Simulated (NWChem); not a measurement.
Molecule: BiH$_{3}$; SMILES [BiH3]

All runs: NWChem. Medium grid unless said otherwise, to which SCAN and Minnesota functionals are sensitive. Geometry: optimised at PBE0-D3(BJ)/def2-TZVP. def2 effective core potentials on Bi; no spin-orbit coupling. B3LYP is NWChem's, with the RPA form of VWN correlation. Total energies of different functionals are on different scales.

```json
[
 {"level": "B3LYP/def2-TZVP", "energy (Ha)": "-216.4852", "highest occupied level (eV)": "-7.56", "orbital gap (eV)": "7.17", "dipole (D)": "1.18"},
 {"level": "PBE/def2-TZVP", "energy (Ha)": "-216.4231", "highest occupied level (eV)": "-6.70", "orbital gap (eV)": "5.84", "dipole (D)": "1.08"},
 {"level": "SCAN/def2-TZVP", "energy (Ha)": "-216.4854", "highest occupied level (eV)": "-6.94", "orbital gap (eV)": "6.26", "dipole (D)": "0.93"},
 {"level": "BP86/def2-TZVP", "energy (Ha)": "-216.5679", "highest occupied level (eV)": "-6.83", "orbital gap (eV)": "5.87", "dipole (D)": "1.08"},
 {"level": "BLYP/def2-TZVP", "energy (Ha)": "-216.3679", "highest occupied level (eV)": "-6.60", "orbital gap (eV)": "5.78", "dipole (D)": "1.19"},
 {"level": "TPSSh/def2-TZVP", "energy (Ha)": "-216.3453", "highest occupied level (eV)": "-7.21", "orbital gap (eV)": "6.74", "dipole (D)": "1.17"},
 {"level": "M06/def2-TZVP", "energy (Ha)": "-216.4289", "highest occupied level (eV)": "-7.44", "orbital gap (eV)": "7.19", "dipole (D)": "1.40"},
 {"level": "LDA (Slater exchange, VWN5)/def2-TZVP", "energy (Ha)": "-216.0975", "highest occupied level (eV)": "-6.83", "orbital gap (eV)": "5.84", "dipole (D)": "0.86"},
 {"level": "OLYP/def2-TZVP", "energy (Ha)": "-216.6270", "highest occupied level (eV)": "-6.51", "orbital gap (eV)": "5.84", "dipole (D)": "1.19"},
 {"level": "KT2/def2-TZVP", "energy (Ha)": "-217.5577", "highest occupied level (eV)": "-6.74", "orbital gap (eV)": "5.81", "dipole (D)": "1.03"}
]
```
